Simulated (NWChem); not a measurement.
System: C2H3O2, doublet; SMILES CC([O])=O

Here is an NWChem input.

```
start job
memory heap 200 mb stack 900 mb global 1100 mb
geometry units angstroms noautosym nocenter noautoz
  C      0.021342     1.338101    -0.007262
  C     -0.007608    -0.149090    -0.004866
  O     -1.046835    -0.833116     0.113317
  O      1.012740    -0.868180    -0.101224
  H      0.378018     1.689391     0.973002
  H     -0.984769     1.738092    -0.189655
  H      0.723849     1.696337    -0.772761
end
basis spherical
  * library def2-svp
end
dft
  odft
  mult 2
  xc b3lyp
  iterations 150
  mulliken
end
task dft energy
esp
  recalculate
  probe 0.07
  range 0.3
  factor 1.0
  spacing 0.02
end
task esp
```

Structure relaxed at the PBE0/def2-SVP, spin-unrestricted level. No stability test was run on the SCF state.

Atomic charges in e: unrestrained fits to the electrostatic potential beside Mulliken populations; buried atoms are poorly determined by the fit.

Atoms are numbered as in the input.

Problem. What results follow from this input? (B3LYP/def2-SVP, spin-unrestricted.) Quantities: ESP C1; Mulliken C1; ESP C2; Mulliken C2; ESP O3; Mulliken O3; ESP O4; Mulliken O4; relative RMS misfit of the potential (%).

Solution. 
```yaml
ESP C1: -0.27
Mulliken C1: 0.00
ESP C2: 0.75
Mulliken C2: 0.11
ESP O3: -0.38
Mulliken O3: -0.14
ESP O4: -0.38
Mulliken O4: -0.14
relative RMS misfit of the potential (%): 16
```
